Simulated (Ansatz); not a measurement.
Reaction (ligand exchange at a B–C bond): `BCC(=N)N` + `OCS` → `BSCO` + `CC(=N)N`

Program: Ansatz. Geometries: PBE0-D4/def2-TZVP. ΔE: electronic, gas phase. CCSD(T)/CBS adds triple-zeta CCSD(T) − MP2 to the extrapolated MP2 energy (def2 sets, frozen cores). DFT in def2-TZVPP. B3LYP here is the variant with VWN-RPA as its local correlation; programs differ in this. Each species was taken in one conformer, which may not be the lowest.

(1) Is it downhill or uphill in electronic energy at CCSD(T)/CBS, and by how much? (An estimate is asked.)

(2) What do these levels give: r2SCAN-D4, B3LYP-D4, ωB97X-V, ωB97M-V, r2SCAN, PBE0, HF/def2-TZVPP, MP2/def2-TZVPP, MP2/def2-QZVPP, HF/CBS(def2), MP2/CBS(def2), CCSD/CBS(def2)? (Best estimate.)

Largest T1 diagnostic among the species: 0.014.

Results:

(1) The calculation gave: Downhill: ΔE = -110.5 kJ/mol.

(2) The calculation gave: r2SCAN-D4 -117.7, B3LYP-D4 -112.6, ωB97X-V -107.1, ωB97M-V -108.0, r2SCAN -117.9, PBE0 -114.4, HF/def2-TZVPP -99.1, MP2/def2-TZVPP -113.6, MP2/def2-QZVPP -112.8, HF/CBS(def2) -98.1, MP2/CBS(def2) -112.8, CCSD/CBS(def2) -106.3 kJ/mol.

In def2-TZVPP, CCSD(T) changes the Hartree–Fock value by −12.2 kJ/mol (the triples alone add −4.2 kJ/mol) and MP2 by −14.5 kJ/mol. From PBE to PBE0 (25 % exact exchange), in def2-TZVPP and without D4, ΔE moves by +5.5 kJ/mol.
